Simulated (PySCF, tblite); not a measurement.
Isomers of C4H9N2P, one GFN2-xTB conformer each. Single-point energies are computed at PBE0/pcSseg-1 (PySCF, gas phase, no added dispersion term), electronic only.

```csv
SMILES,GFN2-xTB relative energy (kcal/mol)
CN1C=CN(C)P1,0.0
CP(N)CCC#N,27.8
```

Conformers: `[CH3:1][N:2]1[CH:3]=[CH:4][N:5]([CH3:6])[PH:7]1` with C1–N2–C3–C4 142°, C3–C4–N5–C6 -141°, C4–N5–P7–N2 -10°, C1–N2–P7–N5 -137°; `[CH3:1][P:2]([NH2:3])[CH2:4][CH2:5][C:6]#[N:7]` with C1–P2–N3–H -64° and 179°, C1–P2–C4–C5 -51°, P2–C4–C5–C6 -169°.

Problem. What does PBE0/pcSseg-1 give for the same structures?

Solution. 
```
      SMILES  PBE0/pcSseg-1 E (Eh)  PBE0/pcSseg-1 (kcal/mol)  GFN2-xTB (kcal/mol)  point group
  CP(N)CCC#N            -608.19496                       0.0                 27.8           C1
CN1C=CN(C)P1            -608.16726                      17.4                  0.0           Cs
```

GFN2-xTB puts CN1C=CN(C)P1 lowest instead. As drawn, the lower has a C≡N group and an N–H bond, which the higher lacks; the higher has a C=C bond outside aromatic rings, which the lower lacks.

Problem. Which frontier levels, dipoles and rotational constants go with these structures?

Solution. 
```csv
SMILES,"HOMO (eV, PBE0/pcSseg-1)",LUMO (eV),dipole (D),"A, B, C (MHz)"
CP(N)CCC#N,-6.38,0.46,4.88,"4742, 1040, 993.2"
CN1C=CN(C)P1,-4.99,0.25,1.31,"4184, 1858, 1471"
```

Problem. What happens when harmonic zero-point energies from GFN2-xTB frequencies are added?

Solution. 
```
      SMILES  ZPE (kcal/mol)  electronic (kcal/mol)  with ZPE (kcal/mol)
  CP(N)CCC#N            79.4                    0.0                  0.0
CN1C=CN(C)P1            79.3                   17.4                 17.2
```

The zero-point energies span 0.1 kcal/mol. The order is unchanged.
